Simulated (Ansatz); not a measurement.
The first iterations of a band of BClH3N + HO (8 atoms, charge 0, multiplicity 2).

Method: Ansatz 0.2.0, UKS B3LYP/def2-SVP.

| Property | Result |
| --- | --- |
| movable images | 7 |
| climbing image | yes |
| spring | 5.0 eV/Å² |
| optimiser | quadratic models (default) |
| start path | through a guess of the saddle point |
| force threshold | 0.03 eV/Å |
| iteration limit | 60 |
| end points | relaxed |

Image 0:

```xyz
8
Properties=species:S:1:pos:R:3
B 0.345 -0.062 -0.190
H 0.874 -0.319 0.865
Cl 1.386 0.097 -1.627
N -1.026 0.105 -0.272
H -1.609 0.010 0.558
H -1.514 0.321 -1.134
O -1.641 -0.421 2.637
H -0.664 -0.534 2.655
```

Image 8:

```xyz
8
Properties=species:S:1:pos:R:3
B 0.433 -0.166 -0.640
H -0.213 0.295 2.555
Cl 1.260 -0.140 -2.199
N -0.893 0.134 -0.420
H -1.276 0.090 0.528
H -1.543 0.407 -1.154
O -0.996 -0.266 2.458
H -0.620 -1.154 2.365
```

| iteration | highest image above the first end (eV) | largest band force component (eV/Å) |
| --- | --- | --- |
| 1 | 22.736 | 147.157 |
| 2 | 6.678 | 47.568 |
| 3 | 3.166 | 30.285 |
| 4 | 1.024 | 12.497 |
| 5 | 0.472 | 4.820 |
| 6 | 0.551 | 2.914 |
| 7 | 0.312 | 1.905 |
| 8 | 0.354 | 2.638 |

**Question.** Does the band converge within its limit, and where does its top end?

**Answer.** The run converged. It ended after 25 iterations with the highest image 0.098 eV above the first end. A vibrational analysis at the climbing image gives one clearly imaginary mode, 421i cm⁻¹: a first-order saddle point.

Time of the run: 9.6 min on 2 threads of Arm Neoverse V1, with other jobs on the host, peak memory 0.23 GiB.
